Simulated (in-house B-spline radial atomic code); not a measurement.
**Binding energies in Te+**

NIST's tabulated ground configuration is [Kr] 4d10 5s2 5p3; each binding energy is the energy of the ion with one electron taken from that subshell, relaxed, less that of the parent. Method: Dirac-Kohn-Sham LDA VWN5, spherical fractional occupations, Fermi nucleus of rms radius 4.7423 fm. Calculated with a radial B-spline atomic code at the basis-set limit. Energies include first-order Breit, QED and recoil terms.

```
subshell  X-ray name  binding energy (eV)  -ε (eV)  relaxation (eV)
      1s           K              31834.4  31577.9           -352.7
      2s          L1               4901.4   4849.7            -62.9
   2p1/2          L2               4614.7   4547.0            -78.4
   2p3/2          L3               4338.9   4272.9            -73.3
      3s          M1                991.5    971.9            -21.4
   3p1/2          M2                867.7    847.2            -22.1
   3p3/2          M3                816.5    796.1            -21.3
   3d3/2          M4                598.5    575.2            -23.7
   3d5/2          M5                587.8    564.5            -23.4
      4s          N1                182.5    172.9             -9.9
   4p1/2          N2                139.3    130.0             -9.6
   4p3/2          N3                129.4    120.2             -9.4
   4d3/2          N4                60.09    51.60            -8.48
   4d5/2          N5                58.58    50.12            -8.41
      5s          O1                28.68    23.72            -5.00
      5p        O2,3                18.19    13.91            -4.28
```

Relaxation = -ε minus the binding energy without Breit, QED and recoil terms. With a density functional, K lines can miss by some tenths of a per cent, more in light atoms. For a density functional the relaxation so defined is negative, because -ε of a Kohn-Sham level is smaller than the binding energy.

Emission lines follow as differences of binding energies, with λ = 12398.42 eV·Å / E:

```csv
line,holes,energy (eV),wavelength (Å)
K-L3,1s → 2p3/2,27495.5,0.45093
K-L2,1s → 2p1/2,27219.7,0.45549
K-M3,1s → 3p3/2,31017.9,0.39972
L3-M5,2p3/2 → 3d5/2,3751.1,3.3053
L2-M4,2p1/2 → 3d3/2,4016.2,3.0871
L1-M3,2s → 3p3/2,4084.9,3.0352
L3-M1,2p3/2 → 3s,3347.4,3.7039
L2-N4,2p1/2 → 4d3/2,4554.6,2.7222
```

Task: What screening constant σ does Moseley's law, E = (3/4)·13.6057 eV·(Z - σ)², need for K-L3?

Result: σ = 0.09.

Moseley's non-relativistic formula needs a falling, then negative, screening constant for heavy elements, because relativity binds the 1s electron more strongly than the formula allows.

Task: What does it cost to remove both a 2p1/2 and a 4s electron?

Result: 4822 eV, which is 24.75 eV more than the two single binding energies together.

Task: What does it cost to remove two 3p1/2 electrons?

Result: 1781.2 eV, which is 45.73 eV more than the two single binding energies together.

Task: What does it cost to remove both a 1s and a 2s electron?

Result: 36934 eV, which is 197.9 eV more than the two single binding energies together.
